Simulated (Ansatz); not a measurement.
**Worked example: vertical energy of the triplet above the singlet of GeSiH4O (SMILES [SiH3][O][GeH])**

GeSiH4O: 7 atoms, total charge 0, spin state singlet. SMILES: `[SiH3][O][GeH]`. The coordinates come from a PBE0-D4/def2-TZVP relaxation. This is one conformer, not always the lowest.

Both states at this one shape; open shells run unrestricted unless said. 1 Eh = 27.2114 eV.

```tsv
level	program	singlet GeSiH4O (Eh)	triplet GeSiH4O (Eh)
HF/STO-3G	Ansatz	-2413.505548	-2413.444222
HF/def2-SVP	Ansatz	-2441.104277	-2441.049939
BLYP/def2-SVP	Ansatz	-2443.769022	-2443.691143
wB97M-V/def2-SVP	Ansatz	-2443.564255	-2443.485886
```

Work out the vertical gap, second state less first, at each level.


1. HF/STO-3G: -2413.444222 − (-2413.505548) = 0.061326 Eh = 1.67 eV.
2. HF/def2-SVP: -2441.049939 − (-2441.104277) = 0.054338 Eh = 1.48 eV.
3. BLYP/def2-SVP: -2443.691143 − (-2443.769022) = 0.077879 Eh = 2.12 eV.
4. wB97M-V/def2-SVP: -2443.485886 − (-2443.564255) = 0.078369 Eh = 2.13 eV.

No measured value is set beside it here; the levels span 1.48 to 2.13 eV. Hartree–Fock favours the state with fewer electron pairs, since it lacks pair correlation. Minimal sets are far from the basis-set limit. All-electron rows are non-relativistic unless named.
